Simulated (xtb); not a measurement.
C₂H₈BNO, SMILES CCOBN. All values are semi-empirical tight-binding results from xtb (GFN2-xTB unless named), good for trends rather than for accurate numbers. Geometry: GFN2-xTB. This is a generated structure with no PubChem entry under its InChIKey; it may be hypothetical. Other conformers were not sampled.

```
Item                                            Value
--------------------------------------  -------------
orbital gap                                   6.78 eV
dipole moment                                  0.42 D
zero-point energy                       67.6 kcal/mol
G − E(el) at 298.15 K (modified RRHO)   48.7 kcal/mol
static polarisability (D4 model)           54.1 bohr³
solvation energy, GFN2-xTB/ALPB(water)  -4.2 kcal/mol
solvation energy, GFN2-xTB/ALPB(dmf)    -7.4 kcal/mol
```

Computed IR lines (harmonic; lines under 4 % of the strongest left out, lines within 3 cm⁻¹ merged):
ν (cm⁻¹): 434 (s), 551 (m), 816 (m), 940 (w), 1029 (w), 1076 (w), 1096 (w), 1152 (w), 1201 (m), 1334 (s), 1355 (vs), 1525 (s), 2534 (s), 2882 (m), 2917 (m), 3039 (m), 3046 (w) (against the strongest line: vs over 80 %, s over 45 %, m over 15 %, w over 4 %, vw less)
